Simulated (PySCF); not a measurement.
**Exercise with solution: entropy of an ideal gas**

C2H4N2OSi, SMILES O[SiH]1N=CC=N1.

Geometry optimised at PBE-D3(BJ)/def2-SVP. This is a generated structure with no PubChem entry under its InChIKey; it may be hypothetical. The values are those of a single conformer.

PBE-D3(BJ)/def2-SVP (PySCF 2.14.0) gives the harmonic wavenumbers 144, 169, 289, 405, 458, 507, 617, 688, 714, 741, 829, 846, 868, 882, 928, 981, 1265, 1284, 1578, 1643, 2240, 2981, 2996, 3768 cm⁻¹ and the rotational temperatures 0.2832, 0.1343, 0.1035 K. The molar mass is 100.15 g/mol, the symmetry number 1, the spin multiplicity 1.

Task: Work out the entropy at 298.15 K and 1 atm in the rigid-rotor, harmonic-oscillator model.

Result: 
Translation (Sackur–Tetrode at 1 atm): S = R[1.5 ln M + 2.5 ln T − 1.16487] = 166.2 J/(mol K).
Rotation: q = (√π/σ) T^1.5/√(θA θB θC) = 145000, S = R[ln q + 3/2] = 111.3 J/(mol K).
Vibration: with u = 1.4388 ν/T, each mode gives R[u/(e^u − 1) − ln(1 − e^−u)]:
```csv
ν (cm⁻¹),modes,u,S (J/(mol K))
144,1,0.69,11.51
169,1,0.82,10.24
289,1,1.39,6.19
405,1,1.95,3.95
458,1,2.21,3.23
507,1,2.45,2.68
617,1,2.98,1.76
688,1,3.32,1.34
714,1,3.45,1.21
741,1,3.58,1.09
829,1,4.00,0.77
846,1,4.08,0.72
868,1,4.19,0.66
882,1,4.26,0.63
928,1,4.48,0.52
981,1,4.73,0.42
1265,1,6.10,0.13
1284,1,6.20,0.12
1578,1,7.61,0.04
1643,1,7.93,0.03
```
The stiffer modes add less than 0.005 each. Sum 47.3 J/(mol K).
Spin: R ln 1 = 0.0 J/(mol K).
Total 324.8 J/(mol K); the program's own thermochemistry gives 324.7. Translation makes up 51 % and vibration 15 %. Anharmonicity, hindered rotation and orbital degeneracy are left out.
